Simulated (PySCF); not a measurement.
Computed χzz against gas-phase spectroscopy

Values to reproduce (atoms as numbered below): 79Br at Br6: χzz = 555.62 MHz [1].
[1] measured, gas; W. C. Bailey, Calculation of NQCC in Gaseous State Molecules (compilation of microwave values)

p-bromotoluene, C₇H₇Br.
Numbering: `[CH3:1][c:2]1[cH:3][cH:4][c:5]([Br:6])[cH:7][cH:8]1` (hydrogens: H9, H10, H11 on C1; H12 on C3; H13 on C4; H14 on C7; H15 on C8)

Cartesian coordinates in Å at the PBE0-D3(BJ)/def2-SVP level; atoms count from 1:
```
atom  x, y, z in Å
C1    -3.000   -0.343    0.024
C2    -1.506   -0.208    0.042
C3    -0.680   -1.330    0.175
C4     0.708   -1.219    0.162
C5     1.289    0.039    0.015
Br6    3.170    0.205    0.000
C7     0.494    1.176   -0.116
C8    -0.892    1.042   -0.100
H9    -3.334   -1.204    0.620
H10   -3.370   -0.494   -1.004
H11   -3.492    0.558    0.418
H12   -1.131   -2.319    0.294
H13    1.338   -2.104    0.268
H14    0.957    2.158   -0.225
H15   -1.511    1.938   -0.200
```

Question: How do the computed couplings compare?

Answer: PySCF, non-relativistic, all at one geometry, with Q(79Br) = 0.313 b:

```
                       level  functions  79Br Br6 (MHz)  computed/reference − 1 (%)
B3LYP/pcJ-1 (pcSseg-1 on Br)        300           578.0                        +4.0
               PBE0/pcSseg-1        195           569.8                        +2.6
```

Closest here is PBE0/pcSseg-1 (2.6 % unsigned error), furthest B3LYP/pcJ-1 (pcSseg-1 on Br) (4.0 %); one molecule doesn't rank methods. Computed values are for fixed nuclei, while measured ones can include vibrational averaging. The calculation is non-relativistic, for bromine too.
